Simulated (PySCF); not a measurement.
GeH₃ + F₂ → GeH + 2 HF

Level: PBE0 in the def2-TZVP basis family, all electrons, no relativity, computed in PySCF with density fitting; open shells unrestricted.

```json
{"species": "GeH₃", "state and structure": "doublet, C3v, Ge–H 1.539 Å (×3); H–Ge–H 111.2° (×3)", "ZPE (kJ/mol)": "52.7", "H(298 K) − H(0) (kJ/mol)": "10.6", "S° (J/(mol K))": "230.0"}
{"species": "F₂", "state and structure": "singlet, D∞h, F–F 1.376 Å", "ZPE (kJ/mol)": "6.6", "H(298 K) − H(0) (kJ/mol)": "8.7", "S° (J/(mol K))": "201.9"}
{"species": "GeH", "state and structure": "doublet, C∞v, Ge–H 1.601 Å", "ZPE (kJ/mol)": "11.4", "H(298 K) − H(0) (kJ/mol)": "8.7", "S° (J/(mol K))": "205.4"}
{"species": "HF", "state and structure": "singlet, C∞v, H–F 0.920 Å", "ZPE (kJ/mol)": "24.9", "H(298 K) − H(0) (kJ/mol)": "8.7", "S° (J/(mol K))": "173.6"}
```

Task: Is the gas-phase reaction uphill or downhill in electronic energy at this level, and by how much?

Result: At PBE0/def2-TZVP, ΔE = -412.5 kJ/mol, downhill. 

Task: Add zero-point, thermal and entropy terms for 298.15 K and 1 bar.

Result: ΔZPE = 1.9 and Δ[H(298) − H(0)] = 6.8 kJ/mol give ΔH° = -403.8 kJ/mol. ΔS° = 120.7 J/(mol K), so ΔG° = -403.8 − 298.15 × (0.1207) = -440 kJ/mol.

The entropy of GeH lacks the orbital degeneracy of a ²Π state, up to R ln 2. Each species is the lowest minimum found with this bonding; other isomers or fragments can lie lower.
